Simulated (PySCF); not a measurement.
ScCl₂⁺: from structure and modes to constants

These are results of PySCF, PBE0, basis Sc def2-TZVP, Cl def2-TZVP (no relativity, density fitting), not measurements.

The singlet minimum has C2v symmetry. Masses (u): Sc 44.95591, Cl 34.96885.

```xyz
3
charge 1 multiplicity 1, angstrom
Sc    0.0000    0.0000   -0.7130
Cl    1.8420    0.0000    0.4572
Cl   -1.8420    0.0000    0.4572
```

Harmonic wavenumbers (cm⁻¹): 106.3 (a1, ×1), 488.0 (a1, ×1), 541.1 (b2, ×1).

(1) Find the principal moments of inertia and the rotational constants. What kind of rotor is it?

(2) What is the harmonic zero-point energy?

(3) Find the vibrational entropy and heat capacity at 298.15 K.

(4) Give the standard entropy (298.15 K, 1 bar) by its translational, rotational, vibrational and spin parts, and Cp.

Results:

(1) About the centre of mass I = 37.474, 237.3, 274.78 u Å². With B = 16.8576/I this gives 0.4498, 0.07104, 0.06135 cm⁻¹. The molecule is an asymmetric top with κ = -0.95.

(2) Half the sum of all 3 wavenumbers, 1136/2 = 568 cm⁻¹, which is 6.8 kJ/mol (1 cm⁻¹ = 0.0119627 kJ/mol).

(3) With u = 1.43878 ω/T, each mode gives S = R[u/(eᵘ−1) − ln(1−e⁻ᵘ)] and C = R u² eᵘ/(eᵘ−1)².
| ω (cm⁻¹) | u | S (J/(mol K)) | C (J/(mol K)) |
| --- | --- | --- | --- |
| 106.3 | 0.513 | 13.95 | 8.13 |
| 488.0 | 2.355 | 2.88 | 5.34 |
| 541.1 | 2.611 | 2.35 | 4.85 |
The sums over all modes are S = 19.2 and C = 18.3 J/(mol K); the softest mode gives 73 % of the entropy.

(4) Sackur–Tetrode with M = 114.89 u gives 168.0; rotation with symmetry number 2 gives 103.9; vibration 19.2; spin R ln 1 = 0.0. The total is 291.1 J/(mol K), and Cp = 4 R + 18.3 = 51.6 J/(mol K).

This need not be the most stable arrangement of these atoms.
